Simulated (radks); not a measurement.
The iridium ion Ir+ inside a hard spherical wall (all orbitals vanish at R), configuration held at [Xe] 4f14 5d7 6s1 and not refilled when levels cross. Calculated with a radial shooting solver on a logarithmic mesh with Libxc functionals: scalar-relativistic Kohn-Sham, PBE, spin-polarised, spherical densities, point nucleus; open shells are filled with parallel spins first (spin-orbit coupling, left out, can overturn this in heavy ions). Eigenvalues in eV for spin up, with the zero of energy where the potential of the charges vanishes at infinity; a dash marks a level that is unbound or too diffuse for the functional's potential to be trusted. A positive occupied level is held by the wall or, in an anion where self-interaction has pushed it up, behind a barrier. The pressure on the wall is -dE/dV.

R (bohr)  E (hartree)  kinetic (hartree)    e(4f)    e(5p)    e(5d)    e(6s)  e(6p, empty)  e(7s, empty)  pressure (GPa)
free      -17827.2685          19825.186  -70.458  -63.733  -16.237  -14.324        -7.696             -               0
15        -17827.2685          19825.186  -70.458  -63.733  -16.237  -14.324        -7.696             -        < 0.0001
10        -17827.2684          19825.186  -70.457  -63.732  -16.237  -14.323        -7.687        -3.106        0.000260
8         -17827.2682          19825.189  -70.444  -63.719  -16.225  -14.310        -7.598        -1.738          0.0152
5         -17827.2271          19825.501  -69.426  -62.767  -15.371  -13.148        -4.892        12.601            6.51
3         -17825.8901          19831.841  -57.349  -52.582   -4.664    6.493        24.209        96.807             688
1.5       -17779.0407          20002.724   50.257   59.284   138.16   331.64        396.68        833.82          154000
